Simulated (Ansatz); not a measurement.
## Worked example: SiH2(CH3)(GeH3) + C2H6SSi → SiH2(GeH3)(SiH3) + C3H6S

Species: SiH2(CH3)(GeH3), singlet; C2H6SSi `C=CS[SiH3]`, singlet; SiH2(GeH3)(SiH3), singlet; C3H6S ((methylthio)ethene) `C=CSC`, singlet. The partners trade CH3 for SiH3: Si–CH3 and S–SiH3 bonds give way to Si–SiH3 and S–CH3.

Shapes, held fixed at every level: PBE0-D4/def2-TZVP. Flexible molecules stand in one conformer, not always the lowest. Programs: Ansatz 0.2.0. The zero-point and thermal change to 298 K, harmonic and unscaled (PBE0-D4/def2-TZVP), is +0.2 kJ/mol.

At CCSD(T)/def2-TZVPP; 1 Eh = 2625.50 kJ/mol:

```
         species   energy (Eh)
 SiH2(CH3)(GeH3)  -2407.501808
         C2H6SSi   -766.449126
SiH2(GeH3)(SiH3)  -2658.504542
           C3H6S   -515.413032
```

Task: Work out ΔH(298 K) of the reaction at this level.

Result: 
1. Products less reactants: (-2658.504542) + (-515.413032) − [(-2407.501808) + (-766.449126)] = 0.033360 Eh = +87.6 kJ/mol.
2. With the thermal change: +87.6 + (+0.2) = +87.8 kJ/mol.

Other levels give +75.4 (SPW92/def2-TZVPP) to +92.9 kJ/mol (HF/def2-SVP). No measured value is set beside it here. Relativity is left out for Ge. Outer-core shells of Ge are correlated, in sets that cover them unevenly.
